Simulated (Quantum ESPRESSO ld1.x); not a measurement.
The nuclear charge of the silicon ion Si+ is varied continuously with 13 electrons held in [Ne] 3s2 3p1. Method: scalar-relativistic Kohn-Sham, relativistic LDA (MacDonald-Vosko exchange, VWN5 correlation), spin-unpolarised, spherical densities, point nucleus; computed with ld1.x of Quantum ESPRESSO 7.5. By the Hellmann-Feynman theorem dE/dZ = E(electron-nucleus)/Z, the electronic potential at the nucleus. The scalar-relativistic energy here is not variational (the density holds large components alone), so the two differ by a part that grows with Z.

Z = 13: E (hartree) -241.6691; E(electron-nucleus)/Z (hartree) -44.5196; HOMO 3p; e(HOMO) (eV) -2.784; <r> HOMO (bohr) 3.440
Z = 13.1: E (hartree) -246.1440; E(electron-nucleus)/Z (hartree) -44.9629; HOMO 3p; e(HOMO) (eV) -3.496; <r> HOMO (bohr) 3.289
Z = 13.2: E (hartree) -250.6632; E(electron-nucleus)/Z (hartree) -45.4058; HOMO 3p; e(HOMO) (eV) -4.253; <r> HOMO (bohr) 3.156
Z = 13.3: E (hartree) -255.2267; E(electron-nucleus)/Z (hartree) -45.8483; HOMO 3p; e(HOMO) (eV) -5.051; <r> HOMO (bohr) 3.037
Z = 13.4: E (hartree) -259.8344; E(electron-nucleus)/Z (hartree) -46.2905; HOMO 3p; e(HOMO) (eV) -5.892; <r> HOMO (bohr) 2.930
Z = 13.5: E (hartree) -264.4864; E(electron-nucleus)/Z (hartree) -46.7324; HOMO 3p; e(HOMO) (eV) -6.772; <r> HOMO (bohr) 2.833
Z = 13.6: E (hartree) -269.1826; E(electron-nucleus)/Z (hartree) -47.1741; HOMO 3p; e(HOMO) (eV) -7.691; <r> HOMO (bohr) 2.744
Z = 13.7: E (hartree) -273.9230; E(electron-nucleus)/Z (hartree) -47.6156; HOMO 3p; e(HOMO) (eV) -8.649; <r> HOMO (bohr) 2.662
Z = 13.8: E (hartree) -278.7075; E(electron-nucleus)/Z (hartree) -48.0569; HOMO 3p; e(HOMO) (eV) -9.645; <r> HOMO (bohr) 2.586
Z = 13.9: E (hartree) -283.5362; E(electron-nucleus)/Z (hartree) -48.4980; HOMO 3p; e(HOMO) (eV) -10.678; <r> HOMO (bohr) 2.516
Z = 14: E (hartree) -288.4090; E(electron-nucleus)/Z (hartree) -48.9390; HOMO 3p; e(HOMO) (eV) -11.748; <r> HOMO (bohr) 2.450
Z = 14.1: E (hartree) -293.3260; E(electron-nucleus)/Z (hartree) -49.3799; HOMO 3p; e(HOMO) (eV) -12.855; <r> HOMO (bohr) 2.388
Z = 14.2: E (hartree) -298.2870; E(electron-nucleus)/Z (hartree) -49.8206; HOMO 3p; e(HOMO) (eV) -13.997; <r> HOMO (bohr) 2.330
Z = 14.3: E (hartree) -303.2921; E(electron-nucleus)/Z (hartree) -50.2613; HOMO 3p; e(HOMO) (eV) -15.175; <r> HOMO (bohr) 2.275
Z = 14.4: E (hartree) -308.3414; E(electron-nucleus)/Z (hartree) -50.7018; HOMO 3p; e(HOMO) (eV) -16.388; <r> HOMO (bohr) 2.224
Z = 14.5: E (hartree) -313.4347; E(electron-nucleus)/Z (hartree) -51.1423; HOMO 3p; e(HOMO) (eV) -17.636; <r> HOMO (bohr) 2.175
Z = 14.6: E (hartree) -318.5721; E(electron-nucleus)/Z (hartree) -51.5828; HOMO 3p; e(HOMO) (eV) -18.919; <r> HOMO (bohr) 2.129
Z = 14.7: E (hartree) -323.7536; E(electron-nucleus)/Z (hartree) -52.0232; HOMO 3p; e(HOMO) (eV) -20.236; <r> HOMO (bohr) 2.085
Z = 14.8: E (hartree) -328.9791; E(electron-nucleus)/Z (hartree) -52.4635; HOMO 3p; e(HOMO) (eV) -21.588; <r> HOMO (bohr) 2.043
Z = 14.9: E (hartree) -334.2487; E(electron-nucleus)/Z (hartree) -52.9038; HOMO 3p; e(HOMO) (eV) -22.974; <r> HOMO (bohr) 2.003
Z = 15: E (hartree) -339.5623; E(electron-nucleus)/Z (hartree) -53.3441; HOMO 3p; e(HOMO) (eV) -24.393; <r> HOMO (bohr) 1.965

The central difference of E at Z = 14 is -48.949 hartree, to compare with the third column; the second derivative is -4.41 hartree.
